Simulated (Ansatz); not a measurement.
A structure relaxed at PBE-D4/def2-SVP in Ansatz, charge 0, doublet:

```xyz
13

N    -0.548    0.861    1.362
Ge   -0.454    2.028   -0.205
Ge    2.416   -1.070    0.939
Ge   -2.439    0.402    1.655
Ge    2.876    1.454    0.873
Ge    0.669   -2.012   -0.978
Ge    1.629    0.647   -1.189
Ge   -2.037   -1.918   -0.343
Ge   -0.883    0.050   -1.998
Ge    1.174   -0.701   -3.279
Ge   -3.124    0.396   -0.942
Ge    0.921    1.005    2.669
Ge   -0.202   -1.142    1.437
```

Task: Give its formula.

Result: Ge₁₂N.

Task: Summarise the bond lengths by kind (pairs closer than 1.2 times the sum of covalent radii, bridged metal pairs left out).

Result: 23 × Ge–Ge 2.50 to 2.85 Å; 4 × Ge–N 1.96 to 2.03 Å.

Another isomer (doublet) lies 0.15 eV lower at PBE0-D4/def2-TZVP; other spin states weren't run for this one.
